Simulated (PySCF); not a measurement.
H$_{3}$BeN, singlet, at a GFN2-xTB geometry (such geometries of metal compounds can be far from the true shape), with bond 4-3 at 1.4 times its length. Base run: CASSCF(6,5)/6-31G* in PySCF.

Here is a job for PySCF.
```python
from pyscf import gto, scf, mcscf
import numpy

mol = gto.Mole()
mol.atom = '''
    Be   -0.561192   -0.099375   -0.782642
    H    -1.305768   -0.213691   -1.804344
    N     0.316299    0.053418    0.438647
    H     1.342696   -0.810048    0.875098
    H     0.286999    0.800603    1.113987
'''
mol.basis = '6-31g*'
mol.charge = 0
mol.spin = 0
mol.verbose = 3
mol.build()

mf = scf.RHF(mol)
mf.kernel()
mc = mcscf.CASSCF(mf, 5, 6)
mc.fix_spin_(ss=0.0)
mc.kernel()
occ = numpy.linalg.eigvalsh(mc.fcisolver.make_rdm1(mc.ci, mc.ncas, mc.nelecas))[::-1]
ss = mc.fcisolver.spin_square(mc.ci, mc.ncas, mc.nelecas)[0]
print('natural occupations', occ.round(4), ' <S^2>', round(ss, 4))
```

The base run was repeated with changes; each row names its change, and settings that it needs were set with it.

```csv
change,ΔE vs base (kcal/mol),natural occupations,<S^2> of the state,outcome
base,0.000,2.00 1.98 1.94 0.07 0.02,0.00,converged
"active space = 2 electrons, 3 orbitals",25.23,1.98 0.02 0.00,0.00,converged
correction = SC-NEVPT2,-98.5,2.00 1.98 1.94 0.07 0.02,0.00,converged
"active space = 8 electrons, 7 orbitals",-19.36,2.00 1.98 1.97 1.94 0.06 0.03 0.02,0.00,converged
solver = newton,0.000,2.00 1.98 1.94 0.07 0.02,0.00,converged
"active space = 8 electrons, 6 orbitals",-0.081,2.00 2.00 1.98 1.94 0.07 0.02,0.00,converged
conv_tol = 1e-5,0.001,2.00 1.98 1.94 0.07 0.02,0.00,converged
"active space = 6 electrons, 6 orbitals",-7.06,1.98 1.98 1.94 0.07 0.02 0.02,0.00,converged
start = MP2 natural orbitals,-,-,-,not converged
orbitals = fixed (CASCI); correction = SC-NEVPT2,-94.4,2.00 2.00 1.99 0.01 0.00,0.00,converged
fix_spin_ = off,0.000,2.00 1.98 1.94 0.07 0.02,0.00,converged
```

Active orbitals are taken around the Fermi level unless the row says otherwise; CASSCF can end in different local minima, and two programs can end on different orbitals. State-averaged rows give the lowest state.
